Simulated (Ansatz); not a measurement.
Start from `CN[SiH2][SeH]` and change one atom or group to get `CN[SiH2][GaH2]`.

Ansatz, PBE0-D4/def2-TZVP geometries, multiplicity 1. Each molecule was computed in one conformer, which needn't be the lowest.

Scalar relativity is left out up to krypton. Spin–orbit coupling is left out; it splits and shifts lone-pair levels of the heavy atoms by tenths of an eV.

| property | `CN[SiH2][SeH]` |
| --- | --- |
| size of the dipole moment (B3LYP/def2-TZVPP) / D | 2.09 |
| size of the dipole moment (PBE/def2-TZVPP) / D | 2.11 |
| HOMO energy (PBE/def2-TZVPP) / eV | -5.55 |
| HOMO–LUMO gap (PBE/def2-TZVPP) / eV | 4.94 |
| HOMO energy (ωB97M-V/def2-TZVPP) / eV | -8.96 |
| HOMO–LUMO gap (PBE0/def2-TZVPP) / eV | 7.00 |

Q: Give the same properties after the change, and the shifts. (An estimate is asked.)

A: Computed: 
| property | `CN[SiH2][GaH2]` | shift |
| --- | --- | --- |
| size of the dipole moment (B3LYP/def2-TZVPP) / D | 1.29 | -0.80 |
| size of the dipole moment (PBE/def2-TZVPP) / D | 1.32 | -0.79 |
| HOMO energy (PBE/def2-TZVPP) / eV | -5.41 | 0.14 |
| HOMO–LUMO gap (PBE/def2-TZVPP) / eV | 2.64 | -2.30 |
| HOMO energy (ωB97M-V/def2-TZVPP) / eV | -9.00 | -0.04 |
| HOMO–LUMO gap (PBE0/def2-TZVPP) / eV | 4.76 | -2.24 |

The zero-point energy changes by 11.1 kJ/mol with +3 modes. Dipoles are sizes alone; their direction can turn.

Positive LUMOs are unbound, so they and the gaps depend on the basis.

B3LYP here is the variant with VWN-RPA as its local correlation; programs differ in this.
